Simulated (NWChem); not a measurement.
## Atomisation of H$_{2}$BO$_{2}$

```xyz
5

O     -1.2259     0.0000    -0.0389
B      0.0000     0.0000     0.5341
O      1.2259     0.0000    -0.0389
H     -1.2158     0.0000    -1.0238
H      1.2158     0.0000    -1.0238
```
Charge 0, spin multiplicity 2.

The numbers come from NWChem runs, not from measurements. Structure: optimised with UPBE/def2-SVP, a minimum by its harmonic frequencies. It is one conformer; others weren't searched.

Basis set: def2-TZVP. The atomisation energy is electronic alone: no zero-point, thermal, spin-orbit or counterpoise terms. No value is extrapolated to the basis-set limit. Free atoms are single determinants with multiplicities O 3, B 2, H 2.

The structure started from a generated list of species. The unpaired electrons of the parent sit in orbitals of symmetry a1 (C2v labels of the run); other states weren't searched. No SCF solution was tested for a lower state.

Task: One of these methods gave an atomisation energy of 553.0 kcal/mol. Which?
A. BHandHLYP
B. LDA (SVWN5)
C. PBE
D. PBE0

Result: B, LDA (SVWN5). The others give 467.2 (PBE0), 443.7 (BHandHLYP), 484.2 (PBE).
